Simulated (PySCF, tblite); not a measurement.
Isomers of [C7H12O]+ (charge +1 and doublet state). Level: GFN2-xTB in tblite, geometry and Hessian alike; calculated harmonic values, unscaled, isolated species. Against measured fundamentals such values can be off by several per cent, at times by over 20. One conformer each. Open shells enter through the occupations alone, without spin polarisation, and single modes of such species can be off by tens of per cent.

Electronic energies: B3LYP/pcH-1 single points on the GFN2-xTB geometries (PySCF, gas phase).

| SMILES | electronic energy, lowest = 0 (kcal/mol) |
| --- | --- |
| CC1CCC(=[O+])CC1 | 0.0 |
| C[C+]1[CH][C@@](C)(CO)C1 | 26.9 |
| [CH2+][C]1CC[C@](C)(O)C1 | 8.1 |

How do GFN2-xTB zero-point energies change the relative energies?

| SMILES | ZPE (kcal/mol) | of it from modes above 1550 cm⁻¹ | electronic (kcal/mol) | with ZPE, lowest = 0 (kcal/mol) | lowest mode (cm⁻¹) | rings |
| --- | --- | --- | --- | --- | --- | --- |
| CC1CCC(=[O+])CC1 | 108.0 | 53.8 | 0.0 | 0.0 | 48 | 1 |
| [CH2+][C]1CC[C@](C)(O)C1 | 106.0 | 54.6 | 8.1 | 6.1 | 88 | 1 |
| C[C+]1[CH][C@@](C)(CO)C1 | 105.4 | 52.3 | 26.9 | 24.3 | 49 | 1 |

The zero-point energies span 2.6 kcal/mol, from `C[C+]1[CH][C@@](C)(CO)C1` to `CC1CCC(=[O+])CC1`. The order is unchanged.

And how do the electronic energies of GFN2-xTB itself compare?

`CC1CCC(=[O+])CC1` 0.0; `[CH2+][C]1CC[C@](C)(O)C1` 8.5; `C[C+]1[CH][C@@](C)(CO)C1` 28.7 kcal/mol, lowest = 0. Against the energies above, taken from the same isomer `CC1CCC(=[O+])CC1`, the largest difference is 1.8 kcal/mol.

What do entropy and thermal enthalpy add at 298.15 K and 1 bar (rigid rotor, harmonic oscillator, one conformer each)?

| SMILES | point group | symmetry number | S (cal/(mol K)) | H − H(0) (kcal/mol) | ZPE + H − H(0) − TS (kcal/mol) |
| --- | --- | --- | --- | --- | --- |
| CC1CCC(=[O+])CC1 | Cs | 1 | 89.7 | 5.78 | 87.0 |
| [CH2+][C]1CC[C@](C)(O)C1 | C1 | 1 | 91.3 | 6.23 | 85.0 |
| C[C+]1[CH][C@@](C)(CO)C1 | C1 | 1 | 99.1 | 6.92 | 82.8 |

S holds R ln(2S + 1) for the spin.
